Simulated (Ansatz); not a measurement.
Reaction (redistribution): `O[SiH](O)O[Si](O)(F)F` + `CO[SiH](O)Cl` → `CO[Si](O)(F)F` + `O[SiH](O)O[SiH](O)Cl`

Calculated with Ansatz (gas phase, PBE0-D4/def2-TZVP geometries, no zero-point term in ΔE). CCSD(T)/CBS is the MP2 limit (def2-TZVPP, def2-QZVPP) plus CCSD(T) − MP2 in def2-TZVPP, frozen cores. DFT in def2-TZVPP. B3LYP here is the variant with VWN-RPA as its local correlation; programs differ in this. Each species was taken in one conformer, which may not be the lowest.

Q: Is it downhill or uphill in electronic energy at CCSD(T)/CBS, and by how much? (Estimate.)

A: The calculation gave: Uphill: ΔE = +4.3 kJ/mol.

Q: What do these levels give: PBE-D4, B3LYP-D4, ωB97X-V, PBE, MP2/def2-TZVPP, SCS-MP2/def2-TZVPP, CCSD/def2-TZVPP, CCSD(T)/def2-TZVPP, HF/def2-QZVPP, MP2/def2-QZVPP, SCS-MP2/def2-QZVPP, HF/CBS(def2)? (Best estimate.)

A: Computed: PBE-D4 4.5, B3LYP-D4 3.7, ωB97X-V 4.2, PBE 4.4, MP2/def2-TZVPP 5.0, SCS-MP2/def2-TZVPP 4.4, CCSD/def2-TZVPP 4.6, CCSD(T)/def2-TZVPP 4.9, HF/def2-QZVPP 2.2, MP2/def2-QZVPP 4.6, SCS-MP2/def2-QZVPP 4.1, HF/CBS(def2) 2.2 kJ/mol.

Largest T1 diagnostic among the species: 0.012.
